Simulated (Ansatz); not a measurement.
CH5BN2O, SMILES `N=COBN`, charge 0, multiplicity 1.

Q: Give a relaxed structure at PBE0-D4/def2-TZVP (Ansatz). (Best estimate.)

A: Computed: 
```xyz
10

N     1.040   -0.842    0.871
C    -0.209   -0.979    0.993
O    -1.120   -0.304    0.293
B    -0.868    0.665   -0.689
N     0.403    1.056   -1.068
H     1.524   -1.464    1.510
H    -0.699   -1.668    1.687
H    -1.849    1.137   -1.182
H     1.221    0.646   -0.641
H     0.557    1.752   -1.774
```
Point group Cs.
This is one stationary point; other conformers may exist.
